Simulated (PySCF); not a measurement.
# A survey of $^{15}$N NMR shifts

One computed conformer, non-relativistic, isolated molecule, fast rotation and ring inversion assumed for equivalent nuclei. Shielding tensors at PBE0/pcSseg-1 (GIAO); GFN2-xTB geometry; PySCF.

Shieldings were converted by a linear fit to measured shifts: $^{15}$N: δ = -148.07 − 0.921σ (rms 6.3 ppm, 71 shifts vs CH3NO2, solution or neat liquid). A few per cent of atoms miss by over 2 rms, more outside the fitted compound classes.

Task: Give the $^{15}$N shifts of `C/C(=C\Cl)CC#N`, `N#C[C@H]1C[SiH2]S[SiH2]1`.

Result: 
```json
{"compound": "C/C(=C\\Cl)CC#N", "environment": "nitrile nitrogen", "δ (ppm)": "-116.8"}
{"compound": "N#C[C@H]1C[SiH2]S[SiH2]1", "environment": "nitrile nitrogen", "δ (ppm)": "-120.1"}
```

Task: Order these by $^{15}$N shift, lowest first.
A. N#C[C@@]1([SiH3])C[Si@@H]1S
B. [SiH3][SiH2]c1nccs1
C. [SiH3][SiH2]c1cncs1
D. [SiH3]N1[SiH2]Cc2ccoc21

Result: D (-354.1 ppm, aniline-type nitrogen), A (-130.2 ppm, nitrile nitrogen), C (-61.7 ppm, pyridine-type nitrogen of an azole), B (-41.1 ppm, pyridine-type nitrogen of an azole).
